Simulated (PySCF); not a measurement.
# Broadened absorption spectrum of C6H3ClO3

C6H3ClO3.
InChI=1S/C6H3ClO3/c7-6(9)5-2-1-4(3-8)10-5/h1-3H

Method used: PySCF 2.14.0, density-fitted response routines, TDDFT B3LYP/def2-SVPD, vertical, gas phase, core orbitals frozen in the response. Geometry: GFN2-xTB, one conformer, isolated molecule. Torsions of this conformer, `[O:1]=[CH:2][c:3]1[cH:4][cH:5][c:6]([C:7](=[O:8])[Cl:9])[o:10]1`: O1–C2–C3–C4 0°, C5–C6–C7–O8 0°.

Broadening: Gaussians 0.25 eV wide at half height, area fixed by f = 4.319×10⁻⁹ ∫ε dν̃. The width is an assumption, not a result. The curve ends short of the highest state used, and states not computed would add to its high-energy end.

```
E (eV)  ε (L mol⁻¹ cm⁻¹)
  3.01                 0
  3.08                 0
  3.16                 1
  3.24                 3
  3.31                 5
  3.39                 6
  3.46                 5
  3.54                 2
  3.62                 1
  3.69                 0
  3.77                 0
  3.85                 0
  3.92                 0
  4.00                10
  4.08               163
  4.15              1249
  4.23              7536
  4.31             25781
  4.38             47472
  4.46             56009
  4.54             37452
  4.61             16529
  4.69              3812
  4.76               670
  4.84               113
  4.92               286
  4.99               707
  5.07              1221
  5.15              1402
  5.22              1583
```

Task: Locate the maxima and give the states behind the curve.

Result: 367 nm (3.38 eV), ε about 6.5, made up of S1 (100%); 279 nm (4.44 eV), ε about 57000, made up of S3 (100%) (ε in L mol⁻¹ cm⁻¹; maxima over ε = 5, shares over 10%). At its high-energy end, 5.22 eV, the curve is still rising (ε about 1600, from S5 and S7). The states used: S1 3.38 eV (f 0.0001); S2 4.17 eV (f 0.0000); S3 4.44 eV (f 0.526); S4 5.00 eV (f 0.0002); S5 5.10 eV (f 0.011); S6 5.22 eV (f 0.0002); S7 5.38 eV (f 0.026); S8 5.82 eV (f 0.156).

Task: Does any computed singlet lie in the visible range?

Result: No computed singlet lies in the visible range (380 to 750 nm); the lowest, at 367 nm, stands 0.12 eV above its violet end (3.26 eV); a Tamm–Dancoff triplet lies at 452 nm, without intensity as long as spin–orbit coupling is left out.

Task: Coming from long wavelengths, where does ε first pass 100 L mol⁻¹ cm⁻¹?

Result: At about 305 nm (4.07 eV), 0.68 eV above S1.

Task: On this curve, what absorbance would a 10⁻⁴ mol/L sample give at 308 nm over a 1 cm path?

Result: 308 nm is 4.025 eV, where ε is about 25 L mol⁻¹ cm⁻¹, so A = ε c l ≈ 0.0025 (Beer–Lambert, with the gas-phase spectrum and the assumed width).
